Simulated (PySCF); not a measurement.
C5H12P2.
InChI=1S/C5H12P2/c1-3-5-7(6)4-2/h4H,2-3,5-6H2,1H3

Theory: TDDFT CAM-B3LYP/def2-SVPD, vertical, gas phase, core orbitals frozen in the response in PySCF 2.14.0, density-fitted response routines. Isolated species at its GFN2-xTB geometry (one conformer only). Torsions of this conformer, `[CH2:1]=[CH:2][P:3]([PH2:4])[CH2:5][CH2:6][CH3:7]`: C1–C2–P3–P4 -20°, C2–P3–C5–C6 172°, P3–C5–C6–C7 178°, H–P4–P3–C2 173°, H–P4–P3–C2 81°.

Computed states:

```json
{"state": "S1", "E (eV)": "5.36", "f": "0.143"}
{"state": "S2", "E (eV)": "5.71", "f": "0.156"}
{"state": "S3", "E (eV)": "6.04", "f": "0.014"}
{"state": "S4", "E (eV)": "6.12", "f": "0.027"}
{"state": "S5", "E (eV)": "6.39", "f": "0.010"}
{"state": "S6", "E (eV)": "6.76", "f": "0.0091"}
{"state": "S7", "E (eV)": "7.08", "f": "0.017"}
{"state": "S8", "E (eV)": "7.15", "f": "0.158"}
```

Broadening: Gaussians 0.4 eV wide at half height, area fixed by f = 4.319×10⁻⁹ ∫ε dν̃. The cross-section is σ = 3.8235×10⁻²¹ ε cm², given in Mb (10⁻¹⁸ cm²). The width is an assumption, not a result. The curve ends short of the highest state used, and states not computed would add to its high-energy end.

Task: What does the envelope look like, and where are its maxima?

Result: 
λ (nm), σ (Mb) and a bar:
```
    189.3       3.24 ##
    190.9       3.62 ##
    192.6       4.35 ###
    194.3       5.39 ###
    195.9       6.61 ####
    197.6       8.13 #####
    199.2       9.68 ######
    200.9      11.36 #######
    202.5      12.97 ########
    204.2      14.89 ##########
    205.9      17.35 ###########
    207.5      20.50 #############
    209.2      24.88 ################
    210.8      29.76 ###################
    212.5      35.20 #######################
    214.2      40.09 ##########################
    215.8      43.55 ############################
    217.5      45.68 ##############################
    219.1      46.30 ##############################
    220.8      45.98 ##############################
    222.5      45.26 #############################
    224.1      44.66 #############################
    225.8      44.28 #############################
    227.4      44.03 #############################
    229.1      43.47 ############################
    230.8      42.19 ###########################
    232.4      40.02 ##########################
    234.1      36.61 ########################
    235.7      32.53 #####################
    237.4      27.59 ##################
    239.0      22.76 ###############
    240.7      17.83 ############
    242.4      13.41 #########
    244.0       9.90 ######
    245.7       6.91 ####
    247.3       4.77 ###
    249.0       3.11 ##
    250.7       1.96 #
    252.3       1.23 #
    254.0       0.73 
    255.6       0.43 
    257.3       0.24 
    259.0       0.13 
    260.6       0.07
```

Maxima: 219 nm (5.65 eV), ε about 12000, made up of S1 (17%) and S2 (82%) (ε in L mol⁻¹ cm⁻¹; maxima over ε = 5, shares over 10%).

Task: On this curve, what absorbance would a 10⁻⁵ mol/L sample give at 248 nm over a 1 cm path?

Result: 248 nm is 4.999 eV, where ε is about 1000 L mol⁻¹ cm⁻¹, so A = ε c l ≈ 0.01 (Beer–Lambert, with the gas-phase spectrum and the assumed width).

Task: Coming from long wavelengths, where does ε first pass 100 L mol⁻¹ cm⁻¹?

Result: At about 256 nm (4.84 eV), 0.51 eV below S1.

Task: Does any computed singlet lie in the visible range?

Result: No computed singlet lies in the visible range (380 to 750 nm); the lowest, at 231 nm, stands 2.09 eV above its violet end (3.26 eV).
